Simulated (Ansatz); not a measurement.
Isolated molecules relaxed with PBE0-D4/def2-TZVP in Ansatz; ΔE leaves out vibrations. CCSD(T)/CBS adds triple-zeta CCSD(T) − MP2 to the extrapolated MP2 energy (def2 sets, frozen cores). DFT in def2-TZVPP. Each species was taken in one conformer, which may not be the lowest.

`Cl[SiH2][SiH](Cl)Cl` + `[SiH3]S` → `[SiH3]S[SiH2]Cl` + `Cl[SiH2]Cl`  (cleavage of the Si–Si bond)

| species | r2SCAN-D4 energy (Eh) |
| --- | --- |
| `Cl[SiH2][SiH](Cl)Cl` | -1961.46430 |
| `[SiH3]S` | -690.07194 |
| `[SiH3]S[SiH2]Cl` | -1440.41935 |
| `Cl[SiH2]Cl` | -1211.14410 |

Q: Work out ΔE.

A: ΔE = (-1440.41935) + (-1211.14410) − (-1961.46430) − (-690.07194) = -0.02721 Eh = -17.1 kcal/mol. CCSD(T)/CBS gives -17.8 kcal/mol.

Largest T1 diagnostic among the species: 0.011.

From PBE to PBE0 (25 % exact exchange), in def2-TZVPP and without D4, ΔE moves by −1.2 kcal/mol.
